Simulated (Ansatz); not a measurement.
Single points on HgS2.

```yaml
crystal:
  periodic: [false, false, false]
  atoms:
    - {symbol: Hg, position_ang: [0.000080, 0.000140, 0.000174]}
    - {symbol: S, position_ang: [2.085742, -0.405593, -0.666213]}
    - {symbol: S, position_ang: [-2.085822, 0.405453, 0.666039]}
basis:
  gaussian: {orbitals: def2-TZVP, initial_orbitals: start.molden}
hamiltonian: {xc: {name: wB97M-V}}
scf: {omitted_lower_state_checks: [starts]}
output: {orbitals: {seedname: orbitals}}
```

The file start.molden holds the orbitals of an earlier run on this structure, at another level or in another basis.

```sh
$ ansatz run in.yaml --threads 2 --pin off --events-out ev --progress --plain --max-ram 4352MiB
```

Shortened log:

```
Functional definition: wB97M-V
918 factors; their error is unknown
168 factors; integrals over basis functions are off by at most 2.3e-5 eV
mean field evaluation 1: about -25841.7023 eV, gradient 1.1e1 eV
mean field evaluation 2: about -25841.8068 eV, gradient 2.0e-1 eV
mean field evaluation 4: about -25841.8512 eV, gradient 9.3e-2 eV
mean field evaluation 8: about -25841.8512 eV, gradient 1.2e-4 eV
mean field -25841.85119899 eV, -949.6705153271 hartree, gradient 1.5e-6 eV, S^2 0.000000; 0 other end points of the search recorded, 0 dependent functions left out
reference -25841.85124712 eV, -949.6705170959 hartree; 26, 26 occupied and 91, 91 virtual orbitals, 918 factors
Total energy: -25841.85124712 eV, -949.6705170959 hartree
Checks for a lower state left out: starts
```

Run time 37 s (2 threads of Arm Neoverse V2 on a shared host).

The first input with `gaussian: {orbitals: def2-SVP, initial_orbitals: start.molden}`, `hamiltonian: {xc: pbe, dispersion: d4}` (abridged; 2.5 s):

```
Functional definition: PBE
mean field evaluation 16: about -25830.2749 eV, gradient 5.1e-7 eV
mean field -25830.27488532 eV, -949.2450936465 hartree, gradient 5.1e-7 eV, S^2 0.000000
Total energy: -25830.36608658 eV, -949.2484452309 hartree
Checks for a lower state left out: starts
```

As the first input, with `hamiltonian: {xc: pbe, dispersion: d4}` (abridged; 4.5 s):

```
Functional definition: PBE
mean field evaluation 16: about -25838.2686 eV, gradient 3.1e-7 eV
mean field -25838.26855526 eV, -949.5388555982 hartree, gradient 3.1e-7 eV, S^2 0.000000
Total energy: -25838.35976987 eV, -949.5422076736 hartree
Checks for a lower state left out: starts
```

First input, but with `hamiltonian: {xc: {name: B97M-V}}` (abridged; 25 s):

```
Functional definition: B97M-V
mean field evaluation 16: about -25840.2450 eV, gradient 1.5e-6 eV
mean field -25840.24496747 eV, -949.6114874074 hartree, gradient 1.5e-6 eV, S^2 0.000000
Total energy: -25840.24502700 eV, -949.6114895951 hartree
Checks for a lower state left out: starts
```

First input, but with `hamiltonian: {xc: hse06, dispersion: d4}` (abridged; 6 s):

```
Functional definition: HSE06
mean field -25837.86613890 eV, -949.5240670701 hartree, gradient 3.5e-6 eV, S^2 0.000000
Total energy: -25837.94183756 eV, -949.5268489442 hartree
Checks for a lower state left out: starts
```

As the first input, with `gaussian: {orbitals: def2-SVP, initial_orbitals: start.molden}`, `hamiltonian: {xc: pbe0, dispersion: d4}` (abridged; 3.8 s):

```
Functional definition: PBE0
mean field -25830.27568699 eV, -949.2451231072 hartree, gradient 1.8e-6 eV, S^2 0.000000
Total energy: -25830.35412409 eV, -949.2480056174 hartree
Checks for a lower state left out: starts
```

First input, but with `correlation: {method: mp2}` and without the key `hamiltonian` (abridged; 3.4 s):

```
Functional definition: HF
mean field -25782.08443682 eV, -947.4741273288 hartree, gradient 2.2e-6 eV, S^2 0.000000; unrestricted orbitals would lower it
mean field evaluation 16: about -25785.0724 eV, gradient 4.2e0 eV
mean field evaluation 32: about -25785.5084 eV, gradient 2.1e-4 eV
unrestricted determinant -25785.50841230 eV, -947.5999561066 hartree, S^2 1.0262
10 core orbitals not correlated: weight in the atoms' cores, before any rotation towards them, 1.000 or more for the frozen orbitals, at most 0.000 for the correlated occupied ones
second order -23.54323096 eV of doubles, -0.00000000 eV of singles
Total energy: -25805.62766779 eV, -948.3393251085 hartree
Checks for a lower state left out: starts
```

Geometry: PBE0-D4/def2-TZVP.

In the def2 sets Hg takes a core potential; there is no spin–orbit coupling. HSE06 is defined as in plane-wave codes, on full-range PBE exchange. Correlated methods freeze 10 core orbitals; core or outer-core shells of Hg are correlated, in sets that lack core-valence functions. The restricted singlet is unstable towards broken spin symmetry at other levels; at ωB97M-V/def2-TZVP, PBE-D4/def2-SVP, B97M-V/def2-TZVP, HSE06-D4/def2-TZVP and others this wasn't settled. At PBE-D4/def2-SVP, PBE-D4/def2-TZVP, B97M-V/def2-TZVP an occupied level lies above an empty one. At PBE-D4/def2-TZVP, MP2/def2-TZVP the restricted singlet (for correlated methods, its reference) is unstable: a solution with broken spin symmetry lies lower. The order of the spin states hangs on the level: the triplet lies 1.19 eV below the singlet at PBE0-D4/def2-TZVP, but 0.15 eV above it at MP2/def2-TZVP. The structure comes from a short search, and lower isomers may exist.
